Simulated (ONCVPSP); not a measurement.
**What one change does to a pseudopotential (La (Z = 57), ONCV)**

```json
{
  "Element": "lanthanum",
  "Generator": "ONCVPSP 4.0.1",
  "Type": "optimised norm-conserving Vanderbilt (ONCV)",
  "Functional": "LDA (Perdew-Zunger)",
  "Relativity": "scalar-relativistic",
  "Frozen core": "[Kr]",
  "Valence charge": "21",
  "Reference configuration": "4d10 5s2 5p6 5d1 6s1 (charge +1)",
  "Partial waves": "5s+6s: rc 3.00 bohr, ncon 3, nbas 8, qcut 4.4 1/bohr, 2 projectors; 5p: rc 2.80 bohr, ncon 4, nbas 7, qcut 4.3 1/bohr, 1 projector; 4d+5d: rc 1.50 bohr, ncon 4, nbas 9, qcut 11.6 1/bohr, 2 projectors; f scattering state at 0.05 Ha: rc 2.80 bohr, ncon 3, nbas 7, qcut 4.2 1/bohr, 2 projectors, debl 0.4 Ha",
  "Local potential": "polynomial inside 1.10 bohr (lpopt 4, dvloc0 0 Ha)",
  "Core correction": "Teter function, fcfact 3, rcfact 1.65"
}
```

In the f channel the program set the typed energies aside and used -0.385, 0.015 Ha.

All-electron outer shells of the reference configuration (LDA (Perdew-Zunger), scalar-relativistic, ld1.x):

```tsv
shell	level (eV)	outermost node (bohr)	outermost maximum (bohr)
4d	-109.76	0.32	0.68
5s	-44.96	0.77	1.41
5p	-28.34	0.83	1.58
5d	-8.69	0.95	2.19
6s	-8.60	1.85	3.56
```

Change: p: rc 3.18.

Cutoffs: the cutoffs (Ha) at which the residual kinetic energy of the hardest occupied pseudo-wave falls to 1 and 0.1 mHa per electron; they do not see the model core or the augmentation charge, which bear on the density cutoff. Errors are all-electron minus pseudo energies relative to the spin-unpolarised reference configuration.

**Question.** How do hardness, ghosts and transferability respond?

**Answer.** The potential gets neither clearly harder nor softer (50 Ha and 56 Ha → 50 Ha and 56 Ha); both files keep a bound ghost (p, s); of the 3 tests that both files solve, the error grows in 1 and shrinks in 0 by more than 15 % and 0.3 meV (median size 15.0 → 14.7 meV).

| quantity | base | changed |
| --- | --- | --- |
| cutoff, loose | 50 Ha | 50 Ha |
| cutoff, tight | 56 Ha | 56 Ha |
| loose cutoff by channel | s 4.8 Ha, p 5.0 Ha, d 50 Ha | s 4.8 Ha, p 5.3 Ha, d 50 Ha |
| bound ghosts | s, p | s, p |
| GHOST(+) flags under 300 eV | none | none |
| tests with a reliable result | 3 of 4 | 3 of 4 |
| error for 4d10 5s2 5p6 5d1 6s0, meV [ΔE 11.15 eV] | -9.9 | -9.4 |
| error for 4d10 5s2 5p6 5d0 6s0, meV [ΔE 30.25 eV] | +15 | +19 |
| error for 4d10 5s2 5p6 5d2 6s0, meV [ΔE 0.15 eV] | -15 | -15 |
| s: phases at 3.05 bohr within 0.05 rad from the reference energy up to (Ha; the scan ends near 5) | 2.0 | 2.0 |
| d: phases at 1.52 bohr within 0.05 rad from the reference energy up to (Ha; the scan ends near 5) | to the end of the scan | to the end of the scan |
| f: phases at 2.84 bohr within 0.05 rad from the reference energy up to (Ha; the scan ends near 5) | 0.4 | 0.4 |
| rms error of d²Exc/dni dnj with the model core, mHa | 2.01 | 2.01 |

 A true bound ghost makes a file unfit for plane-wave use even where its test errors are small: the radial tests pick states by their node count and pass the ghost by.
